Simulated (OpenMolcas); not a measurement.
Ho3+: moving the ligands

Ho3+ with 6 ligands (chloride) in trigonal prismatic coordination (D3h) at 2.66 Å. A charge of +0.5 e stands 2.8 Å behind each ligand. Ligand basis ANO-RCC-VDZP.
```
Ho    0.0000    0.0000    0.0000
Cl    2.0106    0.0000    1.7416
Cl   -1.0053    1.7412    1.7416
Cl   -1.0053   -1.7412    1.7416
Cl    2.0106    0.0000   -1.7416
Cl   -1.0053    1.7412   -1.7416
Cl   -1.0053   -1.7412   -1.7416
```

```json
{
  "Program": "OpenMolcas 26.06",
  "Method": "CASSCF",
  "Basis": "ANO-RCC-VDZP [7s6p4d2f1g]",
  "Scalar Hamiltonian": "DKH2, point nucleus",
  "Active space": "10 electrons in 7 orbitals (4f)",
  "State averaging": "2S+1 = 5 even, 35 roots (30 in the spin-orbit step); 2S+1 = 3 even, 106 roots kept (CI in the orbitals of an earlier block); 2S+1 = 1 even, 31 roots kept (CI in the orbitals of an earlier block)",
  "Spin-orbit coupling": "state interaction with AMFI integrals over the reference wave functions"
}
```

Runs around this geometry, states (labels of D3, the rotations of D3h). Energies in cm-1 above the lowest state or level, χT in cm3 K/mol.

```
R (Å)  Ground state  First state of that spin  First gap with spin-orbit (degeneracies)  Width of lowest J  χT at 300 K
 2.62            5E                       3.9                                3.5 (2, 2)                162       13.876
 2.66            5E                       1.2                                1.6 (2, 2)                156       13.881
 2.83      2S+1 = 5                    5E 7.1                                4.1 (2, 2)                139       13.899
```

Taking the width of the lowest J multiplet as R^-n, n = -ln(139 / 162) / ln(2.83 / 2.62) = 2.0 between the shortest and longest distance.

High states are left out of the spin-orbit mixing, which shifts the levels that they would mix with. Without dynamic correlation the ligand-field splitting of an f shell can come out too small, at times by half. A group larger than the point group allows holds several states that coincide in this model. No measured value stands beside these numbers; the geometry was imposed, not optimised, and the real ion may take another.

A state without a sure symmetry label is named by its multiplicity alone.
